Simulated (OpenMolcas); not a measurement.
An atom or ion with 34 electrons was computed by SS-CASPT2, IPEA 0.25 Eh, imaginary shift 0.1 Eh with spin-orbit coupling (OpenMolcas, ANO-RCC-VTZP, DKH2). The lowest levels that the run gave, each within 12 % of the measured value where one is at hand:

```csv
J,Parity,E (cm⁻¹),g
2,even,0.0,1.490
1,even,2880,1.501
0,even,3640,
2,even,12490,1.011
0,even,29130,
```

Task: Which ion is it, and what are the configurations and terms?

Result: Br+ (Z = 35, charge +1; active space 4 electrons in 3 orbitals (4p)). J, parity and g give the terms where levels are pure, and mixed ones are named by the computed weights; the size of the splittings, set against known spectra of the 34-electron sequence, gives the charge. In order, with the measured energies in cm⁻¹ (NIST Handbook of Basic Atomic Spectroscopic Data): 4s² 4p⁴ ³P₂, 4s² 4p⁴ ³P₁ (3136), 4s² 4p⁴ ³P₀ (3837), 4s² 4p⁴ ¹D₂ (12089), 4s² 4p⁴ ¹S₀ (27867).

CASPT2 breaks the degeneracy within a term, and the mean is taken; among the terms shown or strongly mixed into the levels shown the widest spread is 160 cm-1 (4s² 4p⁴ ¹D). With the s shell closed, the reference lacks s² → p² mixing. Computed and measured levels are paired by configuration, term and J; levels that our copy of the source lacks, or whose pairing is in doubt (as where it misses far off the trend of its configuration), stay unpaired and out of the deviations. Only configurations of the active space appear.
